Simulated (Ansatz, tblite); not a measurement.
Isomers of Si2S2⁻ (doublet), found by a short tight-binding search and relaxed with PBE0-D4/def2-TZVPD in Ansatz.

The xTB rows come from tblite. Correlated methods freeze 20 core orbitals.

Run but left out: HF/def2-TZVPPD, MP2/def2-TZVPPD, CCSD/def2-TZVPPD, CCSD(T)/def2-TZVPPD (A: ⟨S²⟩ 1.37, where a pure state has 0.75).

B: At PBE-D4/def2-TZVPD, r2SCAN-D4/def2-TZVPD the highest occupied level of the charge -1 doublet lies above zero (up to 0.58 eV). By energy differences its removal costs 1.80 eV (vertical, to the charge 0 singlet, at PBE-D4/def2-TZVPD); a positive level beside a positive removal energy at the same level points to self-interaction error.

Other spin states were run for one of them alone.

A:

```xyz
4

Si    0.6427    0.5859    0.7913
Si   -0.6348   -0.5967   -0.7896
S     0.3816    0.7204    2.7657
S    -0.3896   -0.7096   -2.7674
```

B:

| atom | x (Å) | y (Å) | z (Å) |
| --- | --- | --- | --- |
| Si1 | 1.364 | 0.660 | -0.122 |
| Si2 | -1.364 | -0.660 | 0.122 |
| S3 | -0.439 | 0.654 | -1.363 |
| S4 | 0.438 | -0.654 | 1.363 |

Q: Estimate which lies lowest at each level, and how far above it the others are (eV).

A: 
| level | A | B |
| --- | --- | --- |
| GFN1-xTB | 0.00 | 0.60 |
| GFN2-xTB | 0.00 | 0.84 |
| PBE-D4/def2-TZVPD | 0.66 | 0.00 |
| r2SCAN-D4/def2-TZVPD | 0.63 | 0.00 |
| PBE0-D4/def2-TZVPD | 0.84 | 0.00 |
| BHLYP-D4/def2-TZVPD | 0.87 | 0.00 |
| B2PLYP/def2-TZVPD | 0.65 | 0.00 |
Point groups (tolerance 0.1 Å): A C2h, B D2h. Lower isomers may exist.
